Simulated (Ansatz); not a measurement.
Consider the ligand exchange at the Si–N bond: `C=C=C(F)N[SiH3]` + `N=C(F)F` → `FC(F)=N[SiH3]` + `C=C=C(N)F`.

Gas-phase electronic energies from Ansatz, PBE0-D4/def2-TZVP geometries. CCSD(T)/CBS adds triple-zeta CCSD(T) − MP2 to the extrapolated MP2 energy (def2 sets, frozen cores). Each species was taken in one conformer, which may not be the lowest.

`C=C=C(F)N[SiH3]`:

Cartesian coordinates in Å:
```
C -1.580 -0.259 1.702
C -1.205 0.259 0.570
C -0.799 0.724 -0.582
F -1.665 1.335 -1.414
N 0.465 0.628 -1.114
Si 1.629 -0.545 -0.578
H -1.651 0.337 2.609
H -1.846 -1.311 1.791
H 0.760 1.445 -1.628
H 2.091 -0.324 0.818
H 1.019 -1.892 -0.673
H 2.783 -0.398 -1.500
```

`N=C(F)F`:

Cartesian coordinates in Å:
```
N -0.170 0.787 -0.575
C -0.171 -0.171 0.205
F -1.214 -0.529 0.901
F 0.821 -0.994 0.490
H 0.733 0.907 -1.022
```

`FC(F)=N[SiH3]`:

```xyz
8

F    -2.411    0.492    1.203
C    -1.151    0.293    0.897
F    -0.456    0.415    2.016
N    -0.739    0.043   -0.229
Si    0.862   -0.247   -0.826
H     0.862   -1.597   -1.437
H     1.135    0.778   -1.860
H     1.900   -0.177    0.235
```

`C=C=C(N)F`:

```xyz
9

C    -0.907   -0.946   -1.348
C    -0.084   -0.317   -0.561
C     0.734    0.251    0.283
N     0.461    0.742    1.547
F     2.040    0.370   -0.006
H    -1.404   -0.446   -2.177
H    -1.130   -2.004   -1.218
H     0.804    1.684    1.689
H    -0.515    0.665    1.791
```

```tsv
level	ΔE (kJ/mol)
SCS-MP2/def2-TZVPP	0.4
SCS-MP2/def2-QZVPP	0.1
```

(1) What does CCSD(T)/CBS give? (Estimate.)

Largest T1 diagnostic among the species: 0.013.

Answers

(1) The calculation gave: +1.6 kJ/mol. The listed levels differ from it by -1.2, -1.5 kJ/mol.

In def2-TZVPP, CCSD(T) changes the Hartree–Fock value by +8.9 kJ/mol (the triples alone add +0.8 kJ/mol) and MP2 by +7.8 kJ/mol. The D4 term adds +5.1 kJ/mol with B3LYP and +3.0 kJ/mol with PBE0; it sums over pairs of atoms, weighted by their polarisabilities, and B3LYP, whose exchange is more repulsive, gets the larger term.

B3LYP here is the variant with VWN-RPA as its local correlation; programs differ in this.
